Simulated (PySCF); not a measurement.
## Molecular orbitals of SnO

LDA at R = 1.851 Å; Sn def2-SVPD with ECP28, O def2-SVPD; scalar-relativistic core potentials (PySCF 2.14). State: ¹Σ⁺ (singlet), closed shell. Only the outer orbitals are listed, counted within each symmetry, core potentials removing the inner ones.

| orbital | occ. | ε (eV) | on Sn (%) | main shells (%) |
| --- | --- | --- | --- | --- |
| 5σ | 2 | -20.75 | 13 | 86 O s, 8 Sn d |
| 6σ | 2 | -11.04 | 80 | 78 Sn s, 14 O p |
| 3π | 2 | -6.94 | 18 | 82 O p, 17 Sn p |
| 3π | 2 | -6.94 | 18 | 82 O p, 17 Sn p |
| 7σ | 2 | -6.82 | 39 | 56 O p, 27 Sn p, 11 Sn s |
| 4π | 0 | -3.33 | 86 | 84 Sn p, 15 O p |
| 4π | 0 | -3.33 | 86 | 84 Sn p, 15 O p |

Question: Which are the highest filled and the lowest empty level, where do they sit, and how wide is the gap?

Answer: Highest filled 7σ at -6.82 eV (in %: 56 O p, 27 Sn p, 11 Sn s); lowest empty 4π at -3.33 eV (in %: 84 Sn p, 15 O p); the gap at LDA is 3.49 eV.

The bond order (Mayer) is 1.81, the ⟨S²⟩ is 0.000 and the charge on Sn (Mulliken, basis-dependent) is 0.85. The charge on Sn (Löwdin, basis-dependent) is 0.93. The dipole moment (positive dipole means Sn(−)O(+)) is -4.19 D, the polarisability along the bond is 54.5 bohr³ and the polarisability across the bond is 36.0 bohr³.

Spin–orbit coupling is left out.
